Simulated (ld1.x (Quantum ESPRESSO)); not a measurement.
# u(r) = r·R(r): atom against pseudo-atom (F (Z = 9))

Columns: radius, all-electron u(r) and pseudo u(r) of the 2p shell (level -11.11 eV) of fluorine in the configuration [He] 2s2 2p5; PBE, scalar-relativistic, PAW scheme, ld1.x (Quantum ESPRESSO) 7.5.

```tsv
r (bohr)	all-electron	pseudo
0.103	0.1453	0.0105
0.205	0.3853	0.0407
0.308	0.5982	0.0890
0.410	0.7504	0.1509
0.513	0.8467	0.2229
0.615	0.8943	0.2986
0.718	0.9059	0.3741
0.820	0.8922	0.4432
0.923	0.8616	0.5027
1.025	0.8211	0.5485
1.128	0.7744	0.5794
1.230	0.7255	0.5943
1.332	0.6761	0.5943
1.435	0.6270	0.5810
1.538	0.5796	0.5569
1.640	0.5349	0.5255
1.743	0.4924	0.4895
1.845	0.4529	0.4524
1.948	0.4157	0.4157
2.050	0.3816	0.3816
2.153	0.3498	0.3498
2.255	0.3206	0.3206
2.358	0.2936	0.2936
2.460	0.2689	0.2689
2.562	0.2463	0.2463
2.665	0.2253	0.2253
```

**Question.** How many radial nodes do the two functions have?

**Answer.** The all-electron 2p function has n − l − 1 = 0; the pseudo-wave has 0.

**Question.** At about which radius was the pseudo-wave matched?

**Answer.** 2.05 bohr, where the columns begin to agree (steps of 0.10 bohr).

**Question.** Where does each function peak?

**Answer.** Outermost all-electron maximum near 0.72 bohr, pseudo maximum near 1.23 bohr (to the table’s step).

**Question.** Is the pseudo-wave norm-conserving?

**Answer.** No, it belongs to a PAW set: the norm inside the radius is not constrained, and the difference is carried by the augmentation charge.
